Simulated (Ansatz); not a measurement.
Steps of a relaxation of CH8FNOSi2, SMILES `CO[Si](N)(F)[SiH3]` with RKS PBE0-D4/def2-TZVP.

```sh
$ ansatz run in.yaml --threads 2 --pin off --events-out ev --progress --plain --max-ram 22528MiB --backend cuda --devices 0, --max-vram 18GiB
```

```yaml
crystal:
  periodic: [false, false, false]
  atoms:
    - {symbol: C, position_ang: [-2.207290, -0.666590, -0.480610]}
    - {symbol: O, position_ang: [-0.874770, -0.757160, -0.056460]}
    - {symbol: Si, position_ang: [0.190420, 0.421240, 0.244220]}
    - {symbol: N, position_ang: [0.295400, 1.523670, -1.081910]}
    - {symbol: F, position_ang: [-0.427170, 1.420810, 1.365290]}
    - {symbol: Si, position_ang: [2.004750, -0.717490, 1.034090]}
    - {symbol: H, position_ang: [-2.801090, -0.105740, 0.243460]}
    - {symbol: H, position_ang: [-2.599610, -1.680430, -0.567870]}
    - {symbol: H, position_ang: [-2.268020, -0.165220, -1.448210]}
    - {symbol: H, position_ang: [0.671010, 2.442860, -0.914000]}
    - {symbol: H, position_ang: [0.597320, 1.188030, -1.981250]}
    - {symbol: H, position_ang: [1.951320, -2.169160, 0.841600]}
    - {symbol: H, position_ang: [2.249030, -0.478290, 2.460460]}
    - {symbol: H, position_ang: [3.218710, -0.256530, 0.341180]}
basis:
  gaussian: {orbitals: def2-TZVP}
hamiltonian: {xc: pbe0, dispersion: d4}
relax: {f_tol: 0.005, max_steps: 150}
```

Positions (Å) and forces (eV/Å) along the path, 9 of 30 steps:

```xyz
14
step=1 energy=-23169.5801 eV
C    -2.207   -0.667   -0.481   -0.126    0.107   -0.081
O    -0.875   -0.757   -0.056    0.346   -0.352    0.006
Si    0.190    0.421    0.244   -1.219    1.339   -0.133
N     0.295    1.524   -1.082    0.164   -0.557    0.199
F    -0.427    1.421    1.365    0.431   -0.430   -0.108
Si    2.005   -0.717    1.034    0.701   -0.089    0.171
H    -2.801   -0.106    0.243   -0.114   -0.002    0.017
H    -2.600   -1.680   -0.568   -0.070    0.024   -0.022
H    -2.268   -0.165   -1.448   -0.101    0.009   -0.077
H     0.671    2.443   -0.914   -0.045    0.084    0.071
H     0.597    1.188   -1.981    0.046   -0.044   -0.112
H     1.951   -2.169    0.842   -0.215   -0.376   -0.132
H     2.249   -0.478    2.460   -0.064    0.125    0.418
H     3.219   -0.257    0.341    0.266    0.162   -0.218
14
step=2 energy=-23169.6649 eV
C    -2.249   -0.658   -0.494   -0.078    0.074   -0.042
O    -0.912   -0.775   -0.068    0.193   -0.200    0.013
Si    0.164    0.393    0.249   -0.240    0.828    0.115
N     0.322    1.479   -1.076    0.019   -0.283    0.071
F    -0.393    1.370    1.414    0.186   -0.292   -0.242
Si    2.083   -0.680    1.040   -0.116   -0.088   -0.019
H    -2.847   -0.111    0.239   -0.025    0.001    0.012
H    -2.657   -1.665   -0.604   -0.007    0.012   -0.004
H    -2.314   -0.140   -1.455   -0.004    0.015   -0.016
H     0.680    2.405   -0.899   -0.054    0.005    0.024
H     0.650    1.140   -1.967   -0.022    0.001    0.021
H     1.921   -2.137    0.804    0.102   -0.063    0.036
H     2.258   -0.420    2.491    0.025   -0.023    0.053
H     3.295   -0.201    0.324    0.021    0.014   -0.023
14
step=5 energy=-23169.6908 eV
C    -2.226   -0.629   -0.495    0.017   -0.034   -0.004
O    -0.898   -0.781   -0.034   -0.003   -0.013    0.029
Si    0.167    0.413    0.266   -0.014   -0.049   -0.019
N     0.304    1.439   -1.088    0.011    0.089   -0.027
F    -0.362    1.390    1.420    0.000    0.025    0.015
Si    2.079   -0.700    1.055   -0.001    0.004    0.004
H    -2.844   -0.126    0.254   -0.004    0.003    0.001
H    -2.635   -1.626   -0.676    0.016    0.037    0.005
H    -2.261   -0.055   -1.425    0.002    0.022    0.000
H     0.547    2.411   -0.981   -0.029   -0.021    0.065
H     0.604    1.090   -1.981    0.015   -0.071   -0.061
H     1.976   -2.163    0.806    0.006    0.012   -0.003
H     2.251   -0.472    2.515   -0.004   -0.009   -0.007
H     3.298   -0.193    0.363   -0.012    0.005    0.003
14
step=10 energy=-23169.7023 eV rejected
C    -2.246   -0.586   -0.423   -0.124   -0.045   -0.056
O    -0.951   -0.762    0.120    0.053    0.119   -0.021
Si    0.172    0.412    0.258   -0.052    0.059   -0.056
N     0.309    1.315   -1.187   -0.011   -0.013    0.089
F    -0.278    1.526    1.328    0.050   -0.118   -0.103
Si    2.080   -0.688    1.055    0.219   -0.103    0.146
H    -2.943   -0.250    0.357    0.090   -0.048   -0.127
H    -2.590   -1.553   -0.813    0.063    0.190    0.082
H    -2.240    0.149   -1.239   -0.022   -0.112    0.131
H     0.452    2.312   -1.134    0.008   -0.090   -0.046
H     0.683    0.919   -2.035   -0.028    0.042    0.051
H     2.163   -2.093    0.535   -0.042    0.215    0.054
H     2.059   -0.731    2.554    0.012   -0.020   -0.214
H     3.328    0.031    0.626   -0.216   -0.079    0.069
14
step=16 energy=-23169.7256 eV
C    -2.255   -0.575   -0.386    0.033   -0.017   -0.003
O    -0.948   -0.732    0.131   -0.043   -0.003    0.030
Si    0.183    0.429    0.247    0.058    0.017   -0.054
N     0.318    1.280   -1.226    0.011   -0.007    0.001
F    -0.236    1.572    1.289   -0.013    0.003   -0.001
Si    2.074   -0.674    1.071    0.097   -0.036    0.064
H    -2.939   -0.240    0.398   -0.005    0.005    0.030
H    -2.592   -1.543   -0.757   -0.025   -0.031   -0.008
H    -2.276    0.147   -1.206    0.002    0.030   -0.023
H     0.549    2.260   -1.223    0.006   -0.012   -0.005
H     0.613    0.828   -2.077   -0.017    0.009    0.028
H     2.277   -1.962    0.342   -0.008    0.099    0.040
H     1.942   -0.963    2.531    0.008    0.009   -0.125
H     3.290    0.173    0.865   -0.103   -0.065    0.028
14
step=21 energy=-23169.7388 eV
C    -2.272   -0.551   -0.337   -0.014   -0.002   -0.014
O    -0.961   -0.707    0.169   -0.007   -0.013    0.014
Si    0.193    0.437    0.232   -0.006    0.016   -0.006
N     0.333    1.219   -1.279    0.005   -0.012    0.036
F    -0.202    1.628    1.231   -0.003    0.000   -0.014
Si    2.072   -0.657    1.082    0.020   -0.013   -0.029
H    -2.942   -0.193    0.450    0.009   -0.003   -0.006
H    -2.624   -1.526   -0.682    0.005    0.019    0.006
H    -2.298    0.155   -1.173    0.000   -0.009    0.012
H     0.625    2.181   -1.330   -0.001    0.006   -0.001
H     0.572    0.709   -2.113    0.003   -0.002   -0.008
H     2.478   -1.735    0.137    0.002    0.008    0.011
H     1.821   -1.262    2.416   -0.011    0.004   -0.005
H     3.206    0.302    1.198   -0.003    0.001    0.005
14
step=23 energy=-23169.7393 eV
C    -2.274   -0.547   -0.331   -0.003    0.001   -0.002
O    -0.962   -0.708    0.173   -0.007   -0.008    0.013
Si    0.193    0.435    0.229    0.010    0.002   -0.031
N     0.335    1.210   -1.284    0.002    0.003    0.022
F    -0.200    1.631    1.221   -0.002   -0.001   -0.002
Si    2.075   -0.657    1.077   -0.006    0.000    0.008
H    -2.940   -0.184    0.457    0.002    0.000   -0.001
H    -2.631   -1.520   -0.672    0.001    0.004    0.001
H    -2.298    0.156   -1.168    0.000   -0.001    0.001
H     0.619    2.174   -1.337   -0.002    0.003   -0.004
H     0.580    0.700   -2.117    0.002   -0.003   -0.004
H     2.507   -1.716    0.123    0.000    0.003   -0.001
H     1.803   -1.285    2.397    0.003   -0.003   -0.001
H     3.195    0.312    1.231    0.001    0.000    0.000
14
step=25 energy=-23169.7395 eV
C    -2.276   -0.544   -0.324    0.003    0.002    0.003
O    -0.965   -0.708    0.179   -0.002    0.001    0.004
Si    0.193    0.433    0.226    0.005   -0.006   -0.013
N     0.337    1.201   -1.290    0.003    0.002    0.010
F    -0.199    1.636    1.211   -0.005    0.003    0.005
Si    2.075   -0.656    1.078    0.005   -0.002    0.007
H    -2.939   -0.172    0.462   -0.001    0.000    0.000
H    -2.639   -1.516   -0.660   -0.001   -0.004   -0.001
H    -2.298    0.155   -1.166   -0.001    0.002   -0.003
H     0.614    2.167   -1.347   -0.002    0.003   -0.002
H     0.587    0.689   -2.120    0.001   -0.003   -0.004
H     2.533   -1.685    0.105   -0.001    0.001    0.000
H     1.795   -1.321    2.379    0.000    0.003   -0.006
H     3.182    0.322    1.270   -0.004   -0.003   -0.001
14
step=30 energy=-23169.7395 eV
C    -2.276   -0.543   -0.322    0.000   -0.001    0.000
O    -0.964   -0.708    0.180   -0.001    0.001   -0.001
Si    0.194    0.433    0.225   -0.001    0.001    0.001
N     0.341    1.200   -1.291    0.000    0.000    0.000
F    -0.201    1.636    1.208    0.001   -0.001   -0.001
Si    2.075   -0.657    1.078    0.000   -0.001    0.000
H    -2.937   -0.165    0.462    0.000    0.000    0.000
H    -2.642   -1.517   -0.651    0.000    0.001    0.001
H    -2.297    0.150   -1.168    0.000   -0.001    0.000
H     0.601    2.170   -1.350   -0.001   -0.001    0.000
H     0.599    0.690   -2.120    0.000    0.001    0.000
H     2.536   -1.682    0.101    0.000    0.000   -0.001
H     1.791   -1.327    2.374    0.000    0.000    0.002
H     3.180    0.321    1.275    0.001    0.001   -0.001
```

Hardware: 2 threads of an AMD EPYC 7R13 on a shared host and a share of an NVIDIA H100 80 GB. Wall time 77 s, peak host memory 0.95 GiB.
